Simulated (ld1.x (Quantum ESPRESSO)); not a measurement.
**Before and after: ultrasoft potential for Zn**

* Element: zinc
* Generator: ld1.x (Quantum ESPRESSO) 7.5
* Type: ultrasoft
* Functional: LDA (PZ)
* Relativity: scalar-relativistic
* Frozen core: [Ne] 3s2
* Valence charge: 18
* Reference configuration: 3p6 3d10 4s2 4p0
* Partial waves: 4s (bound): rcut 1.50, rcutus 1.75 bohr; 4s channel at 3.95 Ry: rcut 1.50, rcutus 1.75 bohr; 3p (bound): rcut 1.00, rcutus 1.10 bohr; 4p (bound, empty): rcut 1.00, rcutus 1.10 bohr; 3d (bound): rcut 1.00, rcutus 1.05 bohr; 3d channel at 0.25 Ry: rcut 1.00, rcutus 1.05 bohr
* Local potential: all-electron potential smoothed inside 1.65 bohr (lloc = -1)
* Core correction: Bessel-smoothed model core inside 0.50 bohr
* Augmentation charge: PSQ, inside the norm-conserving radii

Change: non-relativistic.

Cutoffs: the cutoffs (Ry, on a coarse ladder) from which the occupation-weighted sum of valence levels, in a spherical-Bessel basis at the reference potential, stays within 10 and 1 mRy of its value at 400 Ry; they do not see the model core or the augmentation charge, which bear on the density cutoff. Errors are all-electron minus pseudo energies relative to the spin-unpolarised reference configuration.

Q: Predict the effect on cutoff, ghosts and configuration errors.

A: The potential gets neither clearly harder nor softer (140 Ry and 230 Ry → 140 Ry and 230 Ry); of the 9 tests that both files solve, the error grows in 1 and shrinks in 4 by more than 15 % and 0.3 meV (median size 5.2 → 0.8 meV); neither file shows a bound ghost.

| quantity | base | changed |
| --- | --- | --- |
| cutoff, loose | 140 Ry | 140 Ry |
| cutoff, tight | 230 Ry | 230 Ry |
| bound ghosts | none | none |
| error for 3p6 3d10 4s1 4p0, meV [ΔE 10.19 → 9.96 eV] | -1.4 | 0.0 |
| error for 3p6 3d10 4s0 4p0, meV [ΔE 28.96 → 28.36 eV] | -5.2 | -0.4 |
| error for 3p6 3d9 4s0 4p0, meV [ΔE 69.85 → 69.54 eV] | -48 | -52 |
| error for 3p6 3d9 4s2 4p1, meV [ΔE 12.36 → 12.82 eV] | -51 | -49 |
| error for 3p6 3d10 4s0 4p2, meV [ΔE 10.75 → 10.29 eV] | -0.5 | +0.8 |
| error for 3p5 3d10 4s2 4p0, meV [ΔE 91.92 → 90.95 eV] | -19 | +19 |
| error for 3p6 3d10 4s1.5 4p0, meV [ΔE 4.08 → 3.98 eV] | -0.5 | 0.0 |
| error for 3p6 3d10 4s1 4p0 (spin-polarised), meV [ΔE 9.94 → 9.72 eV] | -1.9 | -0.5 |
| error for 3p6 3d9 4s0 4p0 (spin-polarised), meV [ΔE 69.58 → 69.27 eV] | -29 | -33 |
| s: phases at 1.90 bohr within 0.05 rad from the reference energy up to (Ry; the scan ends near 5) | to the end of the scan | 5.0 |
| p: phases at 1.90 bohr within 0.05 rad from the reference energy up to (Ry; the scan ends near 5) | to the end of the scan | to the end of the scan |
| d: phases at 1.90 bohr within 0.05 rad from the reference energy up to (Ry; the scan ends near 5) | to the end of the scan | to the end of the scan |
| lowest overlap eigenvalue by channel | s 0.54, p 0.17, d 0.99 | s 0.55, p 0.18, d 0.99 |
